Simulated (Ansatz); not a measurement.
Si₂Te, relaxed as a singlet with RKS r2SCAN-D4/def2-TZVP in Ansatz, starting from the GFN1-xTB geometry. Force threshold 0.02 eV/Å.

In the def2 sets Te takes a core potential; there is no spin–orbit coupling. The restricted singlet is unstable towards broken spin symmetry in Hartree–Fock (as tested in another run); at r2SCAN-D4/def2-TZVP this wasn't settled. An occupied level lies above an empty one. Another isomer (singlet) lies 1.80 eV lower at PBE0-D4/def2-TZVP; other spin states weren't run for this one.

Start:

```tsv
atom	x (Å)	y (Å)	z (Å)
Si1	-0.032	-0.001	0.007
Si2	-2.129	-0.370	0.664
Te3	2.162	0.371	-0.670
```

Task: Estimate the energy that the relaxation releases and the steps that it takes.

Result: 0.5 kJ/mol, in 3 steps; 4.9 s on 2 threads of AMD EPYC 7R13 on a shared host. No frequencies were taken in this run, so the end may be a saddle point.

Task: Does the start keep its bonding and symmetry?

Result: By distances, no bond broke or formed. The bond that changes most is Si1–Te3, from 2.33 to 2.30 Å (atoms count from 1). Point group C∞v at the start, C∞v at the end, both within 0.05 Å.

Task: Predict the relaxed structure.

Result: 
```xyz
3

Si   -0.027    0.000    0.005
Si   -2.117   -0.368    0.660
Te    2.144    0.368   -0.665
```
Bond lengths: 1 × Si–Si 2.22 Å; 1 × Si–Te 2.30 Å.
